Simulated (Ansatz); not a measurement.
TcO3Br (TcBrO₃). The state is a singlet with charge 0. Geometry r2SCAN-D4/def2-SVP, basis def2-TZVP, Ansatz.

```xyz
5

Tc   -0.0606    0.0393    0.1240
O    -0.5344    1.6432    0.0263
O    -1.3977   -0.9267    0.4168
O     1.0506   -0.1457    1.3641
Br    0.9421   -0.6101   -1.9312
```

| run | HOMO (eV) | LUMO (eV) |
| --- | --- | --- |
| A | -8.31 | -4.75 |
| B | -9.63 | -4.18 |
| C | -11.88 | -2.11 |
| D | -12.25 | -2.09 |
| E | -11.75 | -2.10 |
| F | -8.16 | -4.66 |

In the def2 sets Tc takes a core potential; there is no spin–orbit coupling. LC-ωPBE has ω = 0.4 bohr⁻¹.

**Question.** The runs used BLYP, LC-ωPBE, PBE, PBE0, ωB97M-V, ωB97X-V. Estimate which is which.

**Answer.** A PBE (0 % exact exchange); B PBE0 (25 % exact exchange); C ωB97X-V (range-separated); D LC-ωPBE (range-separated); E ωB97M-V (range-separated); F BLYP (0 % exact exchange). Exact exchange lowers occupied and raises empty levels; among semilocal functionals meta-GGAs tend to open the gap a little, and such runs are hard to tell apart. The gap grows from 3.50 eV (BLYP) to 10.16 eV (LC-ωPBE). The restricted singlet is unstable towards broken spin symmetry in Hartree–Fock (as tested in another run); at PBE0-D4/def2-TZVP, ωB97X-V/def2-TZVP, LC-ωPBE/def2-TZVP, ωB97M-V/def2-TZVP and others this wasn't settled.
